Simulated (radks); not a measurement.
Results of a calculation; reference values are marked as such.
The mean radii <r> (bohr) of the occupied orbitals of an atom or ion are listed with their occupations. Code: a radial shooting solver on a logarithmic mesh with Libxc functionals. Model: Dirac Kohn-Sham, PBE, spin-unpolarised, spherical densities, finite nucleus; Fermi nuclear charge, rms radius of each element as measured or else 0.836 A^(1/3) + 0.57 fm.

orbital     occ.      <r>
1s1/2          2  0.03916
2s1/2          2   0.1722
2p1/2          2   0.1475
2p3/2          4   0.1516
3s1/2          2   0.4915
3p1/2          2   0.4907
3p3/2          4   0.5011
3d3/2          4   0.4944
3d5/2          6   0.4980
4s1/2          2    1.298
4p1/2    1.33333    1.426
4p3/2    2.66667    1.451

Name the element and its charge. Open shells, if any, are shared by 2j + 1.

Answer. Z = 38, strontium, charge +4: Sr4+ in [Ar] 3d10 4s2 4p4. The 1s radius gives Z: for a bare nucleus <r> = (2 gamma + 1)/(2Z) with gamma = sqrt(1 - (Z/c)^2), 0.03844 bohr for Z = 38, and screening makes it slightly larger (0.03916 here). The occupations add up to 34, and the charge is Z minus that.
